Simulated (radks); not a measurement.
Initial-state core-level shifts of neutral neodymium when its valence configuration changes from [Xe] 4f4 6s2. Calculated with a radial shooting solver on a logarithmic mesh with Libxc functionals: Dirac Kohn-Sham, PBE, spin-unpolarised, spherical densities, finite nucleus; open shells fill j = l - 1/2 first; Fermi nuclear charge, rms radius 4.9123 fm. Shifts are changes of the shell-averaged eigenvalues in eV (positive: less bound); the change of the density at the nucleus, which sets a Mossbauer isomer shift, is in e/bohr^3, on a base of 4.536e+05.

| valence | 1s | 4p | 5s | 5p | density at nucleus |
|---|---|---|---|---|---|
| 4f3 6s2 6p1 | -8.979 | -9.846 | -6.235 | -5.406 | +38.13 |
| 4f4 6s1.5 6p0.5 | -0.544 | -0.535 | -0.563 | -0.557 | -7.78 |
| 4f4 6s1 6p1 | -1.067 | -1.050 | -1.104 | -1.090 | -16.09 |
| 4f3 5d1 6s2 | -5.932 | -6.756 | -3.198 | -2.552 | +26.92 |
| 4f3.5 6s1.5 6p1 | -4.720 | -5.131 | -3.550 | -3.154 | +8.33 |
| 4f3 6s1 6p2 | -9.986 | -10.847 | -7.226 | -6.370 | +16.51 |
| 4f3.5 6s2 6p0.5 | -4.186 | -4.601 | -3.014 | -2.630 | +17.42 |
| 4f4 5d0.5 6s1.5 | +0.601 | +0.616 | +0.692 | +0.646 | -10.60 |
